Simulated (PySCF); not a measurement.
A structure optimised at PBE0-D3(BJ)/def2-TZVP, used in a PySCF frequency run:

```xyz
3

Be     0.0000     0.0000    -1.1717
F      0.0000     0.0000    -2.5427
Br     0.0000     0.0000     0.7877
```
Charge 0, spin multiplicity 1.

Q: Write its SMILES, formula and point group.

A: [F][Be][Br], BeBrF, C∞v

Q: What are its rotational constants (standard atomic weights)?

A: 2.7373 GHz (linear rotor, B only)
